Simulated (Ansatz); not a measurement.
Consider the formal exchange of groups at a C–Zn bond: `N[CH2][ZnH]` + CH₃OH → `NCCO` + `[ZnH2]`.

Computed with Ansatz on PBE0-D4/def2-TZVP structures; ΔE is electronic, products minus reactants. CCSD(T)/CBS is the MP2 limit (def2-TZVPP, def2-QZVPP) plus CCSD(T) − MP2 in def2-TZVPP, frozen cores. This one scheme is used for every species. DFT in def2-TZVPP. For Zn outer-core shells are correlated without core-valence functions, which leaves a few kJ/mol of doubt a bond. Scalar relativity is left out up to krypton. One conformer a species, not always the lowest.

CCSD(T)/CBS gives -3.6 kcal/mol.

(1) Another level gave -1.4 kcal/mol. Which?
A. PBE/def2-TZVPP
B. LDA (SPW92)/def2-TZVPP
C. PBE0/def2-TZVPP
D. revPBE/def2-TZVPP

(2) What do rigid-rotor, harmonic-oscillator terms from PBE0-D4/def2-TZVP frequencies (298.15 K, 1 bar) make of the CCSD(T)/CBS value? (Estimate.)

Largest T1 diagnostic among the species: 0.016.

Answers

(1) D. revPBE -1.4, LDA (SPW92) -5.8, PBE0 -3.9, PBE -2.6 kcal/mol.

(2) Ansatz gave: ΔZPE = -0.7 kcal/mol, ΔH = -4.6 kcal/mol, ΔS = -36 J/(mol·K), ΔG = -2.0 kcal/mol.

From BLYP to BHLYP (50 % exact exchange), in def2-TZVPP and without D4, ΔE moves by −3.4 kcal/mol. At CCSD(T), def2-SVP lies −2.8 kcal/mol from the extrapolated value and def2-TZVPP −0.9 kcal/mol.
